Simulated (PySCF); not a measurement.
Si(Br)2(Me)(Vi), C₃H₆Br₂Si, SMILES C=C[Si](C)(Br)Br at its PBE0/def2-SVP optimised geometry (Å):

```
12

C     -1.6253    -1.7571    -1.6001
C     -0.8257    -0.6844    -1.5751
Si    -0.2459     0.1087     0.0000
C     -0.8542    -0.7238     1.5496
Br    -0.9257     2.2377     0.0000
Br     1.9891     0.1087     0.0000
H     -1.9891    -2.2377    -0.6850
H     -1.9569    -2.2091    -2.5414
H     -0.4923    -0.2448    -2.5235
H     -0.4672    -0.1950     2.4328
H     -1.9543    -0.7076     1.5887
H     -0.5052    -1.7673     1.5878
```

Level of theory: PySCF with PBE0/def2-TZVP.

Map of the deformation density (molecule minus spherical neutral atoms) (e/bohr³) on the plane z = 0.8 Å:

```
|111111111111111111111111111|
|111111111111111111111111111|
|111111111111111111111111111|
|111111111111111111111111111|
|111111111111211111111111111|
|111111111222221111111111111|
|111111122233221111111111111|
|111111122232221111111111111|
|111111122222221111111111111|
|111111111222211111121111111|
|111111111111111111222111111|
|111111111111000122222111111|
|111111111112100122232111111|
|111111111146520122232111111|
|111111111269831122232111111|
|111111111247631112222111111|
|111111111113311111222111111|
|111111111012211111111111111|
|111111111111111111111111111|
|111111111111111111111111111|
|111111111111111111111111111|
|111111111111111111111111111|
|111111111111111111111111111|
|111111111111111111111111111|
|111111111111111111111111111|
|111111111111111111111111111|
|111111111111111111111111111|
```
Scale: ten equal steps from -0.014 (start of '0') to 0.057 (end of '9'), in the order '0123456789'; x runs from -4.50 to 4.50, y from -4.50 (bottom) to 4.50 (top).
